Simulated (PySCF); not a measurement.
Molecule: SMILES C[Si](C)(C)[CH2][Al]([OH])[OH]. Atoms near the plane z = 0.0 Å, at the GFN2-xTB optimised geometry (x, y, z in Å): Si1 (1.0, 0.9, 0.0), C2 (3.0, 0.9, 0.0), C3 (0.4, 2.7, 0.0), Al6 (-1.4, -0.7, 0.9), O7 (-2.6, 0.3, 0.7), O8 (-1.5, -2.4, 0.6), H9 (3.4, 1.5, -0.9), H10 (3.4, 1.4, 0.9), H11 (3.4, -0.1, 0.0), H12 (-0.7, 2.8, 0.1), H13 (0.7, 3.3, -0.9), H14 (0.8, 3.3, 0.9), H20 (-3.4, 0.9, 0.5), H21 (-1.5, -3.3, 0.5).

Computed with PBE0/def2-SVP (PySCF). Cells within 0.4 Å of a nucleus heavier than hydrogen are left out (blank, or x). The values are rescaled to run from 0 to 1.

```
|1111111111111111111111111111111|
|1111111111111111111111111111111|
|1111111111111111111111111111111|
|1111111111111111111111111111111|
|1111111111111111111111111111111|
|1111111111111110111111111111111|
|1111111111111121221111111111111|
|1111111111110486xx0011111111111|
|1111111111110487xx1011111111111|
|1111111111111133663111001111111|
|1111111111111112463111001111111|
|1111100111111101221123113111111|
|11110001111111000xx1467xx101111|
|11110012221110000xx1366xx111111|
|1111111233211000100012379411111|
|1111111233110000100001259311111|
|1111111222100000000001111011111|
|1111111111000000001111110111111|
|1111111111000001111111111111111|
|1111111111111111111111111111111|
|1111111112332111111111111111111|
|1111111112343211111111111111111|
|1111111111222111111111111111111|
|1111111111121111111111111111111|
|1111111111000111111111111111111|
|1111111111000111111111111111111|
|1111111111101111111111111111111|
|1111111111111111111111111111111|
|1111111111111111111111111111111|
|1111111111111111111111111111111|
|1111111111111111111111111111111|
```
Scale: ten equal steps from 0.000 (start of '0') to 1.00 (end of '9'), in the order '0123456789'; x runs from -5.50 to 5.50, y from -5.50 (bottom) to 5.50 (top).

Which quantity is mapped?
A. electron localisation function
B. Laplacian of the electron density
C. an orbital amplitude
D. deformation density (molecule minus spherical neutral atoms)

D, deformation density (molecule minus spherical neutral atoms). In full: deformation density (molecule minus spherical neutral atoms) (e/bohr³).
